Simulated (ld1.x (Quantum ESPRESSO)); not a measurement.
**Cutoff test, hydrogen, TM**

- Element: H (Z = 1)
- Generator: ld1.x (Quantum ESPRESSO) 7.5
- Type: norm-conserving Troullier–Martins (Kleinman–Bylander form)
- Functional: PBEsol
- Relativity: non-relativistic
- Frozen core: none
- Valence charge: 1
- Reference configuration: 1s0.5 (charge +0.5)
- Partial waves: 1s (bound): rc 0.95 bohr; 2p channel at 0.2 Ry: rc 0.75 bohr
- Local potential: all-electron potential smoothed inside 0.80 bohr (lloc = -1)
- Core correction: none

The pseudo-atom Hamiltonian at the reference potential is diagonalised in spherical Bessel functions j_l(qr) that vanish at 20 bohr, with q² up to the cutoff. All-electron valence levels (Ry): 1s -0.9131.

Question: How do the lowest levels (Ry) of each channel move with the cutoff, and are there ghosts?

Answer:

| cutoff (Ry) | s #1 | p #1 | d #1 | d #2 | f #1 | f #2 | Σ f·Δε (mRy) |
| --- | --- | --- | --- | --- | --- | --- | --- |
| 8 | -0.8368 | -0.1159 | -0.0091 | 0.0843 | 0.0428 | 0.1693 | 38.1 |
| 12 | -0.8681 | -0.1161 | -0.0091 | 0.0843 | 0.0428 | 0.1693 | 22.4 |
| 15 | -0.8787 | -0.1162 | -0.0091 | 0.0843 | 0.0428 | 0.1693 | 17.2 |
| 21 | -0.8959 | -0.1162 | -0.0091 | 0.0843 | 0.0428 | 0.1693 | 8.6 |
| 30 | -0.9051 | -0.1163 | -0.0091 | 0.0843 | 0.0428 | 0.1693 | 4.0 |
| 40 | -0.9103 | -0.1163 | -0.0091 | 0.0843 | 0.0428 | 0.1693 | 1.3 |
| 45 | -0.9113 | -0.1163 | -0.0091 | 0.0843 | 0.0428 | 0.1693 | 0.9 |
| 55 | -0.9125 | -0.1163 | -0.0091 | 0.0843 | 0.0428 | 0.1693 | 0.3 |
| 400 | -0.9130 | -0.1163 | -0.0091 | 0.0843 | 0.0428 | 0.1693 | 0.0 |

Result: no extra level below or beside the all-electron valence levels (s, p, d, f tested); 10 mRy is reached at 21 Ry and 1 mRy at 45 Ry.
